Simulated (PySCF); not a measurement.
Isomers of C3H8Si. Isolated molecules, 0 K electronic values unless said otherwise. One relaxed conformer stands for each flexible species; it need not be the lowest. Strings in code marks are SMILES.

These are PBE-D3(BJ)/def2-TZVP // PBE0-D3(BJ)/def2-TZVP (PySCF) values and carry that method's errors. All candidates: neutral, multiplicity 1. 

dipole moment: 0.82 D
LUMO: -1.23 eV
HOMO: -6.50 eV

Question: Identify which member has these values.
A. `C[C@@H]1C[SiH2]1`
B. `C1C[SiH2]C1`
C. `C=C(C)[SiH3]`
D. `C/C=C/[SiH3]`

Answer: C, `C=C(C)[SiH3]`. The others give `C[C@@H]1C[SiH2]1`: 0.35 D, -0.49 eV, -5.60 eV; `C1C[SiH2]C1`: 0.63 D, -0.37 eV, -6.59 eV; `C/C=C/[SiH3]`: 1.41 D, -1.19 eV, -6.43 eV
